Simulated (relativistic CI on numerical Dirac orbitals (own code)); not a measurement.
## Er⁴⁴⁺: sensitivity of the levels to the model

Base calculation: Dirac-Coulomb-Breit CI, orbitals from a KLI potential per configuration, model QED (radiative potential, 1s self-energy scaled to tabulated hydrogen-like ionisation energies), unscaled Slater integrals.

CI space (outside the closed core [Ne]): 3s2 3p6 3d6, 3s2 3p5 3d7, 3s2 3p4 3d8, 3s 3p6 3d7, 3p6 3d8, 3s 3p5 3d8, 3s2 3p6 3d5 4s, 3s2 3p6 3d5 4p, 3s2 3p4 3d7 4s, 3s2 3p6 3d5 4d, 3s2 3p4 3d7 4p, 3s2 3p5 3d6 4s, 3s2 3p6 3d5 4f, 3s2 3p4 3d7 4d, 3s 3p5 3d7 4s, 3s2 3p5 3d6 4p, 3s2 3p5 3d6 4d, 3s2 3p6 3d4 4s2, 3s 3p6 3d6 4s, 3p6 3d7 4s, 3p6 3d7 4p, 3s2 3p6 3d5 5s, 3p6 3d7 4d, 3s 3p6 3d5 4s2. Levels of other configurations are missing.

The lowest level and the first level of each name with at least 55 % of one term (blank where a level has no safe partner in the second run):

| Level | Base (cm⁻¹) | Shift (cm⁻¹) |
| --- | --- | --- |
| 3s2 3p6 3d6 3F_4 | 0 | 0 |
| 3s2 3p6 3d6 5D_3 | 321479 | -1013 |
| 3s2 3p6 3d6 3G_5 | 399573 | -972 |
| 3s2 3p6 3d6 3H_6 | 400699 | -983 |
| 3s2 3p6 3d6 3P_1 | 555942 | -1011 |
| 3s2 3p6 3d6 5D_2 | 688826 | -1956 |
| 3s2 3p6 3d6 5D_0 | 711828 | -1945 |
| 3s2 3p6 3d6 3H_5 | 769673 | -1984 |
| 3s2 3p6 3d6 1I_6 | 797502 | -1981 |
| 3s2 3p6 3d6 1D_2 | 1112315 | -1909 |
| 3s2 3p6 3d6 1S_0 | 1228232 | -2040 |
| 3s2 3p5 3d7 5G°_6 | 2639980 | +3111 |
| 3s2 3p5 3d7 3P°_0 | 2721011 | +3200 |
| 3s2 3p5 3d7 3D°_3 | 2727764 | +3165 |

At this charge energies of transitions that change n are usually good to better than 1 %, and those within a shell (Δn = 0) to a few per cent.

Q: One thing was changed in a second run, which moved the levels as shown. Which?
A. QED terms removed
B. valence Slater integrals scaled by 0.9
C. configuration mixing switched off
D. one mean potential for all configurations
E. Breit term removed

A: A. QED terms removed. QED shifts follow the density of s (and p1/2) electrons at the nucleus, so configurations move by their count of such electrons; where none moves, the smaller shifts of p3/2 electrons and of j = l + 1/2 against j = l − 1/2 set the pattern.

LS names give the leading component of a level, which can be under half, so a name can repeat, a term be missing and a line seem to break the LS rules.
